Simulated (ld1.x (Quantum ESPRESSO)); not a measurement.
## Configuration tests for boron (TM)

- Element: B
- Generator: ld1.x (Quantum ESPRESSO) 7.5
- Type: norm-conserving Troullier–Martins (Kleinman–Bylander form)
- Functional: LDA (PZ)
- Relativity: scalar-relativistic
- Frozen core: [He]
- Valence charge: 3
- Reference configuration: 2s2 2p1
- Partial waves: 2p (bound): rc 2.90 bohr; 2s (bound): rc 1.05 bohr
- Local potential: the s channel
- Core correction: a·sin(br)/r model core inside 0.55 bohr

Energies are relative to the spin-unpolarised reference configuration 2s2 2p1; without spin polarisation the order of configurations can differ from experiment. Spin-polarised rows fill each open shell by Hund’s rule, majority spin first.

```tsv
valence configuration	charge	ΔE all-electron (eV)	error AE − PS (meV)
2s2 2p0	+1	8.327	+74
2s1 2p0	+2	33.631	+232
2s2 2p1.3	-0.3	-0.772	+1.0
2s1 2p2	0	5.686	-9.3
2s0 2p3	0	11.401	-35
2s1 2p1	+1	14.283	-35
2s2 2p1 (spin-polarised)	0	-0.235	+6.0
2s1 2p0 (spin-polarised)	+2	32.903	+225
```

**Question.** What are ΔE and the potential's error for 2s2 2p0.5?

**Answer.** ΔE = 2.943 eV all-electron; the error (AE − PS) is +10 meV.

Levels in the configuration 2s2 2p1.3:

```
level  all-electron (eV)  pseudo (eV)
   2s             -7.011       -7.009
   2p             -1.495       -1.499
```
